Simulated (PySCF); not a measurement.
Gas-phase reaction: HfO2 + 2 HCl + Cl2 ⇌ HfCl3OH + HOCl

Energies from PySCF, thermal terms from the rigid-rotor harmonic-oscillator model, ideal gas at 1 bar. † marks an energy on the PBE0/def2-TZVP geometry and frequencies; other levels use their own. MP2 and CCSD(T) freeze the core. All species are closed-shell singlets. Hf: scalar-relativistic def2 core potential, no spin-orbit coupling. HfCl3OH: computed as isolated molecules; such fragments, hydroxides, amides, oligomers or adducts are transient or little studied in the gas. MP2 isn't extrapolated to the basis-set limit. CCSD(T) isn't extrapolated to the basis-set limit. Warning, large T1 diagnostic: HfO2 (CCSD(T)/def2-TZVPP†).

```json
[
 {"level": "CCSD(T)/def2-TZVPP†", "ΔH°(298 K), kJ": "[?]"},
 {"level": "MP2/def2-SVP†", "ΔH°(298 K), kJ": "-686"},
 {"level": "MP2/def2-TZVPP†", "ΔH°(298 K), kJ": "-687"},
 {"level": "PBE0/def2-QZVP†", "ΔH°(298 K), kJ": "-705"},
 {"level": "PBE0/def2-TZVP", "ΔH°(298 K), kJ": "-709"},
 {"level": "r2SCAN/def2-TZVP†", "ΔH°(298 K), kJ": "[?]"},
 {"level": "ωB97M-V/def2-TZVP†", "ΔH°(298 K), kJ": "[?]"}
]
```

Question: What belongs in the gaps?

Answer: 
- CCSD(T)/def2-TZVPP†, ΔH°(298 K), kJ: -720
- r2SCAN/def2-TZVP†, ΔH°(298 K), kJ: -710
- ωB97M-V/def2-TZVP†, ΔH°(298 K), kJ: -737
